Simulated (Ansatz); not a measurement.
Z-matrix (Å, degrees):
```
Ti
C 1 2.119
N 1 1.901 2 101.4
C 1 2.356 2 129.0 3 -104.7
C 1 2.986 2 119.2 3 15.5
N 1 1.897 2 104.1 3 105.9
C 1 2.364 2 137.4 3 -151.9
C 1 2.908 2 85.0 3 -19.3
C 1 2.388 2 94.5 3 -107.0
C 1 2.406 2 81.6 3 -138.9
C 1 2.407 2 104.6 3 -164.1
H 2 1.096 1 106.9 3 -45.0
H 2 1.096 1 113.3 3 74.0
H 2 1.093 1 112.2 3 -163.5
H 4 1.081 1 118.0 2 118.1
H 5 1.091 1 80.4 2 124.8
H 5 1.102 1 117.2 2 -129.7
H 5 1.101 1 129.8 2 18.9
H 6 1.007 1 132.6 2 110.8
H 6 1.013 1 117.2 2 -60.3
H 7 1.080 1 117.8 2 -144.5
H 8 1.100 1 129.9 2 64.1
H 8 1.102 1 118.7 2 -141.8
H 8 1.092 1 77.6 2 -37.9
C 9 1.491 1 122.0 2 54.9
H 10 1.079 1 120.0 2 -10.1
H 11 1.080 1 119.1 2 -73.2
H 25 1.091 9 111.5 1 67.2
H 25 1.092 9 111.7 1 -54.2
H 25 1.094 9 110.4 1 -173.4
```

The species carries charge 0 and has multiplicity 1.

Task: List the CAM-B3LYP/def2-TZVPP orbital energies in eV (Ansatz 0.2.0). (Estimate.)

Result: The calculation gave: Occupied: -4869.52, -543.67, -454.27, -454.22, -454.19, -390.68, -390.37, -279.19, -279.12, -279.07, -278.89, -278.83, -278.82, -278.79, -278.78, -277.16, -66.73, -42.55, -42.52, -42.27, -26.44, -26.13, -24.01, -22.89, -21.55, -21.24, -20.26, -19.59, -18.31, -16.97, -16.60, -15.73, -14.55, -14.42, -14.08, -13.78, -13.63, -13.39, -12.61, -12.42, -12.34, -12.23, -12.02, -11.76, -11.71, -11.53, -11.43, -11.38, -10.23, -8.62, -8.42, -8.25, -8.04, -7.30. Lowest empty: 0.17, 0.68, 0.76, 0.96, 1.59, 2.05, 2.19, 2.39.
